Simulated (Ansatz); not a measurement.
```xyz
8

B     0.0214   -0.0316   -0.8753
N    -0.0076   -0.0103    0.7534
H     0.0592   -1.1526   -1.2031
H    -1.0558    0.5454   -1.2921
H     0.9555    0.5447   -1.2198
H     0.0627    0.9496    1.1183
H    -0.8932   -0.5151    1.0814
H     0.8056   -0.4521    1.0473
```

Basis set: cc-pVDZ (spherical functions). Frozen core: 2 orbitals. Charge 0, multiplicity 1.

Computed with Ansatz (development build ahead of 0.2.0); each method stands on the lowest determinant of its kind that the runs found. Restricted open shells among the atoms or ions are ROHF, correlated in semicanonical orbitals with singles.

The atomization energy at this shape (free ground-state atoms in the same class of orbitals less the molecule, no zero-point energy) of singlet BNH₆:

```tsv
method	atomization energy
RHF-MP2	556.22 kcal/mol
```

Task: What does RHF give?

Result: 439.44 kcal/mol. Caution: the shape is not the minimum.
